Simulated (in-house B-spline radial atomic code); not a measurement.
# Ionising Si V (Si4+) with different functionals

Computed with a radial B-spline atomic code at the basis-set limit: scalar-relativistic (spin-free X2C) Hamiltonian, Fermi nucleus of rms radius 3.1224 fm, spin-polarised at highest spin, spherical fractional occupations for the functionals, and exact exchange of hybrids averaged over the configuration. The ionisation energy is the difference of two self-consistent energies, [He] 2s2 2p6 → [He] 2s2 2p5, without Breit or QED terms; ε is the level of the shell that loses the electron (its least bound occupied spin orbital).

| method | rung | ΔSCF (eV) | -ε(2p) (eV) |
| --- | --- | --- | --- |
| PBE0 | global hybrid | 167.05 | 153.86 |
| B3LYP | global hybrid | 167.30 | 153.03 |
| TPSSh | global hybrid | 167.45 | 151.09 |
| BHandHLYP | global hybrid | 166.97 | 159.21 |
| r2SCAN0 | global hybrid | 168.13 | 155.23 |
| B97-1 | global hybrid | 167.13 | 153.07 |
| HSE06 | range-separated hybrid | 167.03 | 153.40 |
| wB97X | range-separated hybrid | 166.90 | 155.48 |
| CAM-B3LYP | range-separated hybrid | 167.22 | 155.01 |
| LC-wPBE | range-separated hybrid | 167.19 | 154.49 |

Question: Among the functionals, which spreads more, the ΔSCF values or the orbital energies?

Answer: The orbital energies: ΔSCF values span about 1.23 eV and the orbital energies 8.12 eV; here energy differences depend much less on the functional than eigenvalues do.

Question: How do they compare with the NIST value?

Answer: NIST lists 166.767 eV ± 0.003 (measured, ground level to ground level). Errors run from +0.13 to +1.36 eV; wB97X is closest (+0.13 eV), but part of that can be cancellation, since the calculations leave out spin-orbit coupling, Breit-QED terms, multiplet and fine-structure energies.
